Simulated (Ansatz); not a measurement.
A single point on F$_{2}$GaH$_{3}$O$_{4}$Si (`O[Si](O)(O)[O][Ga]([F])[F]`).

```yaml
crystal:
  periodic: [false, false, false]
  atoms:
    - {symbol: O, position_ang: [-0.624302, -0.616112, 0.744056]}
    - {symbol: Si, position_ang: [0.757209, -0.193451, -0.171275]}
    - {symbol: O, position_ang: [1.905589, 0.122425, 0.922154]}
    - {symbol: O, position_ang: [1.298715, -1.394567, -1.113548]}
    - {symbol: O, position_ang: [0.025932, 1.011507, -0.941290]}
    - {symbol: Ga, position_ang: [-1.597407, 1.020694, -0.089292]}
    - {symbol: F, position_ang: [-2.980949, 0.448324, -0.977147]}
    - {symbol: F, position_ang: [-1.896397, 2.123156, 1.225586]}
    - {symbol: H, position_ang: [-0.564714, -0.905580, 1.657932]}
    - {symbol: H, position_ang: [2.812585, -0.093577, 0.701453]}
    - {symbol: H, position_ang: [0.863729, -1.522819, -1.958638]}
basis:
  gaussian: {orbitals: def2-TZVPP}
correlation: {method: mp2}
```

```sh
$ ansatz run in.yaml --threads 4 --pin off --events-out ev --progress --plain --max-ram 11315MiB
```

Output, abridged:

```
Functional definition: HF
2027 factors; integrals over basis functions are off by at most 8.2e-4 eV
mean field evaluation 1: about -73812.5505 eV, gradient 7.2e1 eV
mean field evaluation 2: about -73812.9003 eV, gradient 7.2e1 eV
mean field evaluation 4: about -73820.9948 eV, gradient 4.4e0 eV
mean field evaluation 8: about -73821.0823 eV, gradient 3.9e-1 eV
mean field -73821.08300199 eV, -2712.8747625960 hartree, gradient 7.0e-6 eV, S^2 0.000000; 0 other end points of the search recorded, 0 dependent functions left out
20 core orbitals not correlated: weight in the atoms' cores, before any rotation towards them, 1.000 or more for the frozen orbitals, at most 0.000 for the correlated occupied ones
reference -73821.08300199 eV, -2712.8747625960 hartree; 29, 29 occupied and 269, 269 virtual orbitals, 2027 factors
second order -48.49278599 eV of doubles, -0.00000000 eV of singles
Total energy: -73869.57578798 eV, -2714.6568396114 hartree
```

Run time 11 s (4 threads of an Arm Neoverse V2 on a shared host); peak host memory 1.1 GiB.
